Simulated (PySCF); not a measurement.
# Electric field gradients and quadrupole coupling constants

Species: C3H8N2Si.
Z-matrix (Å and degrees, GFN2-xTB geometry), rows numbered from 1:
```
Si
N   1  1.7263
C   2  1.4672  1  126.32
C   3  1.5347  2  103.86  1   178.47
C   4  1.5107  3  100.23  2    -0.24
N   5  1.2689  4  113.79  3     0.08
H   1  1.4691  2  108.01  3    56.15
H   1  1.4702  2  109.14  3   -61.18
H   1  1.4527  2  104.81  3   177.45
H   3  1.0933  2  109.56  1    57.73
H   3  1.0933  2  109.42  1   -60.89
H   4  1.0915  3  112.78  2   118.19
H   4  1.0914  3  112.98  2  -118.68
H   5  1.0726  4  124.75  3  -179.80
```

Field gradients from the PBE0/pcSseg-1 density (PySCF, non-relativistic), principal values in atomic units, ordered |Vxx| ≤ |Vyy| ≤ |Vzz|:

```
atom     Vxx     Vyy      Vzz
  N2  0.2312  0.9405  -1.1718
  N6  0.6250  0.6479  -1.2729
```

Problem. Find the asymmetry η = (Vxx − Vyy)/Vzz and the couplings χ = eQV/h (234.96 MHz × Q in barn × V in au), with Q(14N) = 0.02044 b.

Solution. 
```json
{"atom": "N2", "environment": "silicon-bound nitrogen", "nucleus": "14N", "η": "0.61", "χzz (MHz)": "-5.63", "χxx (MHz)": "1.11", "χyy (MHz)": "4.52"}
{"atom": "N6", "environment": "C=N nitrogen", "nucleus": "14N", "η": "0.02", "χzz (MHz)": "-6.11", "χxx (MHz)": "3.00", "χyy (MHz)": "3.11"}
```

The gradient is axial or nearly so (η below 0.05) at N6. 

Problem. What is Vzz at N6 in SI units (1 au = 9.71736 × 10²¹ V/m²)?

Solution. -1.2729 au = -12.369 × 10²¹ V/m².

Were the hydrogens deuterons (Q(2H) = 0.00286 b), χzz would run from 105 kHz (H8 and H7) to 231 kHz (H14).

Geometry: GFN2-xTB; no solvent, vibrations or thermal averaging. GFN2-xTB bond lengths can be off by several hundredths of an ångström, more for odd bonds, and the gradients follow them. A larger basis could move these couplings by a tenth or more.
